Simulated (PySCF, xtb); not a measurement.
C₅H₈Si, SMILES [SiH2]1CC=CC=C1.

GFN2-xTB (xtb) at its own geometry gives an orbital gap of 3.19 eV and a dipole moment of 0.50 D.

The structure is a stationary point at B3LYP-D3(BJ)/def2-SVP. One conformer was computed; it need not be the lowest.

Question: What does PySCF with ωB97X/def2-TZVP give? (An estimate is asked for; the answer gives what the named calculation found.)

Answer: gap 9.50 eV (levels -8.71 and 0.79 eV), dipole 0.75 D.
